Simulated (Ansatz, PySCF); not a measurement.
Stretching the Ge1–H3 bond in GeH4O (SMILES [OH][GeH3]) (multiplicity 1 held, fragments rigid). Energies count from the point at 1.542 Å.
Geometry at that point (charge 0, multiplicity 1):
```xyz
6

Ge    -0.329     0.068     0.073
O      1.357    -0.357    -0.372
H     -0.545    -0.155     1.584
H     -1.186    -0.885    -0.765
H     -0.608     1.543    -0.281
H      2.012     0.175     0.090
```

R- and RO- levels are restricted; in cc, def2 and unpolarised 6-31G sets they are followed outwards from rest. Unrestricted levels (U-) break spin symmetry where that is lower. Active spaces are followed from a long bond inwards. Curves can end on different states.

Cores are frozen in the correlated methods. Filled d and f shells under p-block atoms count as core. Rows in LANL2DZ carry no dispersion term and start afresh at each structure. LANL2DZ brings its own core potentials from Na on.

Run with Ansatz (an electronic-structure program) with Gaussian orbitals; PySCF for LANL2DZ rows. 

Task: What energy at R = 4.935 Å does R-wB97X-V/cc-pVTZ give?

Result: 151.6 kcal/mol

Task: Give the energy at R = 4.935 Å at the level FIC-MRCISD+Q on CASSCF(2,2)/cc-pVTZ.

Result: 88.3 kcal/mol

Task: Predict the energy at R = 4.935 Å from U-HF/LANL2DZ.

Result: 68.1 kcal/mol

Doubts at one or more of the structures used: a spin-contaminated determinant (U-HF/LANL2DZ); a restricted determinant that unrestricted orbitals would lower (R-wB97X-V/cc-pVTZ).
